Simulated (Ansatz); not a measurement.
Reaction (substitution at a C–C bond): `CC[C@@H](C)[C@H](C)CC` + `[CH3][Al]([SH])[Cl]` → `C[S][Al]([CH3])[Cl]` + `CCCC(C)CC`

Program: Ansatz. Geometries: PBE0-D4/def2-TZVP. ΔE: electronic, gas phase. CBS: MP2 limit from def2 TZ/QZ plus the TZ coupled-cluster correction, frozen cores. Functionals use def2-TZVPP. One conformer a species, not always the lowest.

CCSD(T)/CBS gives +18.2 kJ/mol.

Another level gave +9.0 kJ/mol. Which?
A. PBE0/def2-TZVPP
B. r2SCANh/def2-TZVPP
C. ωB97M-V/def2-TZVPP
D. MP2/def2-TZVPP

A. PBE0 9.0, ωB97M-V 18.4, MP2/def2-TZVPP 22.6, r2SCANh 13.1 kJ/mol.

Largest T1 diagnostic among the species: 0.010.

In def2-TZVPP, CCSD(T) changes the Hartree–Fock value by +15.8 kJ/mol (the triples alone add +0.8 kJ/mol) and MP2 by +16.6 kJ/mol. From PBE to PBE0 (25 % exact exchange), in def2-TZVPP and without D4, ΔE moves by +3.4 kJ/mol. At CCSD(T), def2-SVP lies +11.3 kJ/mol from the extrapolated value and def2-TZVPP +3.6 kJ/mol.
